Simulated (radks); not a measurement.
Problem. The mean radii <r> (bohr) of the occupied orbitals of an atom or ion are listed with their occupations. All-electron calculation, scalar-relativistic Kohn-Sham, PBE, spin-unpolarised, spherical densities, finite nucleus; Fermi nuclear charge, rms radius of each element as measured or else 0.836 A^(1/3) + 0.57 fm. Program: a radial shooting solver on a logarithmic mesh with Libxc functionals.

orbital  occ.      <r>
1s          2  0.03916
2s          2   0.1724
2p          6   0.1503
3s          2   0.4894
3p          6   0.4944
3d         10   0.4878
4s          1    1.176

Name the element and its charge.

Solution. Z = 38, strontium, charge +9: Sr9+ in [Ar] 3d10 4s1. The 1s radius gives Z: for a bare nucleus <r> = (2 gamma + 1)/(2Z) with gamma = sqrt(1 - (Z/c)^2), 0.03844 bohr for Z = 38, and screening makes it slightly larger (0.03916 here). The occupations add up to 29, and the charge is Z minus that.
